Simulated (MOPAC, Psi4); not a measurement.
Torsional profile of SMILES COC(=O)OC. Scanned: dihedral C1–O2–C3–O4; all other coordinates were relaxed at GFN2-xTB. Points at φ and −φ are mirror images. Heavy atoms are numbered in the order of the SMILES COC(=O)OC, hydrogens after them in the order of the atoms that carry them; the mirror image has the same energies with the sign of each dihedral reversed.

Computed with: PM6, restricted, heats of formation // GFN2-xTB (MOPAC); wB97X-D/def2-TZVP // GFN2-xTB (Psi4); HF/cc-pVTZ // GFN2-xTB (Psi4); MP2/cc-pVTZ = DF-MP2 (frozen core)/cc-pVTZ // GFN2-xTB (Psi4 1.11).

Energies relative to the lowest point of each profile, in kJ/mol:

| φ / ° | PM6 | wB97X-D/def2-TZVP | HF/cc-pVTZ |
|---|---|---|---|
| -150 | 6.3 | 20.5 | 22.9 |
| -105 | 23.6 | 39.9 | 39.9 |
| -45 | 15.1 | 19.7 | 21.0 |
| -15 | 7.4 | 3.8 | 4.5 |
| 15 | 7.4 | 3.8 | 4.5 |
| 30 | 10.7 | 10.7 | 11.9 |
| 90 | 25.6 | 41.1 | 41.0 |
| 105 | 23.6 | 39.9 | 39.9 |
| 120 | 18.7 | 35.0 | 35.8 |
| 135 | 12.4 | 27.9 | 29.6 |
| 150 | 6.3 | 20.5 | 22.9 |
| 180 | 0.0 | 12.9 | 16.0 |

**Question.** What does MP2/cc-pVTZ give at the same points?

**Answer.** -150: 21.3; -105: 41.7; -45: 21.2; -15: 4.2; 15: 4.2; 30: 11.6; 90: 43.2; 105: 41.7; 120: 36.7; 135: 29.2; 150: 21.3; 180: 13.2 (kJ/mol).
